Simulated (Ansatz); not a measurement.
CH6FGeNS, SMILES `[CH3][Ge]([NH2])([F])[SH]`, relaxed with RKS PBE0-D4/def2-TZVP in Ansatz from a PBE-D4/def2-SVP geometry. The force threshold is 0.005 eV/Å; the program also tests the step.

The species carries charge 0 and has multiplicity 1.

Start:

```xyz
11

C    -1.300    0.727   -0.072
Ge    0.537    0.053   -0.125
N     0.914   -1.658   -0.663
F     1.321    1.028   -1.369
S     1.558    0.262    1.847
H    -1.296    1.795    0.222
H    -1.755    0.637   -1.078
H    -1.901    0.149    0.657
H     0.630   -1.868   -1.626
H     0.568   -2.390   -0.036
H     0.724    1.264    2.242
```

How much energy does the relaxation release, and in how many steps? (Estimate.)

The calculation gave: 0.05 eV, in 8 steps, 1 of them rejected.

Which bonds change most? (An estimate is asked.)

Computed: Ge2–S5 from 2.231 to 2.206 Å; Ge2–F4 from 1.764 to 1.743 Å; S5–H11 from 1.363 to 1.343 Å; Ge2–N3 from 1.833 to 1.814 Å.

Give the relaxed structure. (Best estimate.)

Computed: 
```xyz
11

C    -1.296    0.727   -0.075
Ge    0.524    0.060   -0.121
N     0.876   -1.637   -0.657
F     1.307    1.019   -1.347
S     1.551    0.260    1.821
H    -1.297    1.784    0.194
H    -1.742    0.615   -1.065
H    -1.885    0.168    0.652
H     0.644   -1.858   -1.614
H     0.581   -2.376   -0.037
H     0.736    1.238    2.249
```
